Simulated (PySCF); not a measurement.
## Atomic charges by several schemes

Compound: C8H12P2.
Cartesian coordinates in Å at the GFN2-xTB level; atoms count from 1:
```xyz
22
C8H12P2 angstrom
C      4.439   -0.052    0.890
C      3.238    0.015    0.939
P      1.491    0.088    1.203
C      1.022   -1.337    0.098
C     -0.462   -1.222   -0.259
P     -1.212    0.128    0.776
C     -2.866    0.274    0.038
C     -3.581   -0.699   -0.505
C     -0.425    1.567   -0.110
C      1.096    1.439   -0.016
H      5.484   -0.110    0.795
H      1.228   -2.257    0.650
H      1.658   -1.336   -0.793
H     -0.986   -2.156   -0.046
H     -0.611   -0.984   -1.317
H     -3.298    1.263    0.156
H     -3.204   -1.702   -0.613
H     -4.581   -0.531   -0.873
H     -0.773    2.479    0.384
H     -0.767    1.598   -1.149
H      1.559    2.367    0.332
H      1.542    1.187   -0.983
```

Density: PBE0/pcSseg-1 (PySCF); schemes: Mulliken, IAO, Hirshfeld and ESP-fitted. Geometry: GFN2-xTB, one conformer, isolated molecule.

Task: What partial charge does each atom carry?

Result: In e:

| atom | environment | Mulliken | IAO | Hirshfeld | ESP-fitted |
| --- | --- | --- | --- | --- | --- |
| C1 | terminal alkyne carbon | -0.391 | -0.227 | -0.108 | -0.593 |
| C2 | alkyne carbon | -0.035 | -0.273 | -0.116 | +0.239 |
| P3 | phosphine phosphorus | +0.425 | +0.547 | +0.170 | -0.129 |
| C4 | sp3 carbon bound to phosphorus | -0.330 | -0.431 | -0.111 | -0.327 |
| C5 | sp3 carbon bound to phosphorus | -0.411 | -0.440 | -0.113 | +0.080 |
| P6 | phosphine phosphorus | +0.367 | +0.508 | +0.152 | -0.131 |
| C7 | alkene CH carbon | -0.434 | -0.338 | -0.096 | -0.014 |
| C8 | terminal =CH2 carbon | -0.153 | -0.315 | -0.103 | -0.449 |
| C9 | sp3 carbon bound to phosphorus | -0.378 | -0.438 | -0.114 | -0.230 |
| C10 | sp3 carbon bound to phosphorus | -0.351 | -0.433 | -0.111 | -0.162 |
| H11 | alkyne hydrogen | +0.049 | +0.201 | +0.092 | +0.353 |
| H12 | methylene hydrogen | +0.161 | +0.155 | +0.043 | +0.176 |
| H13 | methylene hydrogen | +0.159 | +0.148 | +0.039 | +0.102 |
| H14 | methylene hydrogen | +0.167 | +0.151 | +0.043 | +0.064 |
| H15 | methylene hydrogen | +0.152 | +0.142 | +0.037 | +0.060 |
| H16 | vinylic hydrogen | +0.134 | +0.152 | +0.045 | +0.121 |
| H17 | vinylic hydrogen | +0.115 | +0.142 | +0.042 | +0.184 |
| H18 | vinylic hydrogen | +0.121 | +0.153 | +0.047 | +0.168 |
| H19 | methylene hydrogen | +0.158 | +0.151 | +0.042 | +0.160 |
| H20 | methylene hydrogen | +0.155 | +0.143 | +0.037 | +0.093 |
| H21 | methylene hydrogen | +0.163 | +0.158 | +0.044 | +0.117 |
| H22 | methylene hydrogen | +0.155 | +0.144 | +0.039 | +0.116 |

Mean size of the charges over all atoms: IAO 0.263 e, Mulliken 0.226 e, ESP-fitted 0.185 e, Hirshfeld 0.079 e. Each set sums to the total charge, 0, to within 0.001 e. The Mulliken scheme gives each basis function's population to the atom it is centred on and halves the overlap population of two atoms between them. The ESP scheme is a least-squares fit of atom-centred charges to the potential on four shells outside the van der Waals surface, with the total charge fixed.

Lowest charge. The schemes don't all agree: Mulliken C7 (-0.434); IAO C5 (-0.440); Hirshfeld C2 (-0.116); ESP-fitted C1 (-0.593).

Highest charge. The schemes don't all agree: Mulliken P3 (+0.425); IAO P3 (+0.547); Hirshfeld P3 (+0.170); ESP-fitted H11 (+0.353).

Task: Sum the charges by element.

Result: 
| element | atoms | Mulliken | IAO | Hirshfeld | ESP-fitted |
| --- | --- | --- | --- | --- | --- |
| C | 8 | -2.483 | -2.895 | -0.872 | -1.455 |
| P | 2 | +0.792 | +1.055 | +0.323 | -0.260 |
| H | 12 | +1.690 | +1.840 | +0.549 | +1.715 |

Task: How closely do the schemes follow one another over all atoms?

Result: Correlation coefficient and root-mean-square difference: IAO with Hirshfeld 0.98, 0.210 e; Mulliken with IAO 0.95, 0.096 e; Mulliken with Hirshfeld 0.92, 0.180 e; Mulliken with ESP-fitted 0.48, 0.249 e; Hirshfeld with ESP-fitted 0.45, 0.204 e; IAO with ESP-fitted 0.42, 0.289 e.

The run behind these numbers computed NMR shieldings as well. Cost: about 2.4 min of CPU time on one thread; the machine was shared, so the figure is rough.
